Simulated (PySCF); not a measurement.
An equivalent PySCF input for Br⁺ (bromine, charge +1), [Ar] 3d10 4s2 4p4, high-spin 3P determinant, with the spin-free X2C one-electron Hamiltonian (Gaussian nucleus):

```python
from pyscf import gto, scf, dft, mp, cc
import basis_set_exchange as bse
mol = gto.M(atom="Br 0 0 0", charge=1, spin=2, symmetry="D2h",
            basis=gto.basis.parse(bse.get_basis("x2c-TZVPall", elements=["Br"], fmt="nwchem", header=False)),
            nucmod="G")
mf = scf.UHF(mol).sfx2c1e()
mf.irrep_nelec = {'Ag': (6, 6), 'B1g': (1, 1), 'B2g': (1, 1), 'B3g': (1, 1), 'B1u': (3, 2), 'B2u': (3, 3), 'B3u': (3, 2)}
mf.kernel()
```

It reaches the same state as the run whose output follows, and the same energy. The run itself started from symmetry-adapted Hartree-Fock orbitals and held the occupation by maximum overlap, so the iterations belong to that start.

```
SCF conv_tol = 1e-09
number electrons alpha = 18  beta = 16
cycle= 1 E= -2604.02013515603  delta_E= -0.00548  |g|= 0.0298  |ddm|= 0.0577
cycle= 2 E= -2604.02076103787  delta_E= -0.000626  |g|= 0.0109  |ddm|= 0.0202
cycle= 3 E= -2604.0208606883  delta_E= -9.97e-05  |g|= 0.00075  |ddm|= 0.0125
cycle= 4 E= -2604.02086131553  delta_E= -6.27e-07  |g|= 0.000259  |ddm|= 0.00154
cycle= 5 E= -2604.02086136039  delta_E= -4.49e-08  |g|= 7.7e-05  |ddm|= 0.000401
cycle= 6 E= -2604.02086136594  delta_E= -5.55e-09  |g|= 9.83e-06  |ddm|= 0.000197
cycle= 7 E= -2604.02086136603  delta_E= -9e-11  |g|= 1.39e-06  |ddm|= 2.87e-05
converged SCF energy = -2604.02086136603  <S^2> = 2.0085672  2S+1 = 3.0057061
```
